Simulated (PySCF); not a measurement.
C2H7ClSi3, SMILES Cl[Si@@H]1C=C[SiH2][SiH2]1.

Geometry optimised at B3LYP-D3(BJ)/def2-SVP. The structure was generated by enumeration; whether it is a known compound was not checked.

Two levels are set side by side: TDA-PBE/def2-SVPD (PySCF) and TDA-CAM-B3LYP/def2-SVPD (PySCF). Vertical, same geometry. The lowest singlet is HOMO→LUMO 99 % with PBE and HOMO→LUMO 88 % with the other functional; states are paired by order. Differences are taken from unrounded values.

| quantity | TDA-PBE |
|---|---|
| lowest singlet excitation (eV) | 4.27 |
| lowest triplet excitation (TDA) (eV) | 4.01 |
| first bright state (f over 0.05) (eV) | 5.78 |
| its oscillator strength | 0.09 |

Problem. These are the TDA-PBE values. What does TDA-CAM-B3LYP give? (Estimate from the structure and the level; the computed values follow.)

Solution. 
| quantity | TDA-CAM-B3LYP | TDA-PBE minus TDA-CAM-B3LYP |
|---|---|---|
| lowest singlet excitation (eV) | 5.33 | -1.06 |
| lowest triplet excitation (TDA) (eV) | 4.01 | 0.00 |
| first bright state (f over 0.05) (eV) | 6.64 | -0.85 |
| its oscillator strength | 0.20 | -0.11 |

A lower first singlet is the usual sign of a functional without exact exchange. Differences between two approximate levels are no errors against the true value.

Rough cost on one machine, each run with all the roots and properties that it gave: TDA-CAM-B3LYP against TDA-PBE about 4 times.
